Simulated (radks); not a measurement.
Values are calculated unless marked as measured or tabulated.
Polarisability of the zirconium ion Zr2+, [Kr] 4d2, at imaginary frequency. Level of theory: scalar-relativistic Kohn-Sham, LB94 model potential, spin-polarised, spherical densities, finite nucleus; open shells are filled with parallel spins first (spin-orbit coupling, left out, can overturn this in heavy ions); Fermi nuclear charge, rms radius 4.2694 fm (a radial shooting solver on a logarithmic mesh with Libxc functionals). Response by self-consistent Sternheimer equations with the Hartree and adiabatic LDA kernel, the relativistic mass of each level held fixed and spin-orbit coupling left out.

w (hartree),alpha1(iw) (bohr^3)
0.00266,11.10
0.0143,11.09
0.0360,11.00
0.0697,10.75
0.118,10.20
0.186,9.274
0.280,8.058
0.413,6.710
0.605,5.331
0.892,3.954
1.35,2.631
2.12,1.488
3.59,0.6828
6.94,0.2475
17.5,0.06115

Static values: alpha1 = 11.10 bohr^3 (1.645 angstrom^3; uncoupled 15.16). C6 = 55.11, triple-dipole C9 = 401.1 atomic units. One-pole (London) frequency 4 C6 / (3 alpha1^2) = 0.596 hartree, against 0.875 for minus the highest occupied eigenvalue.
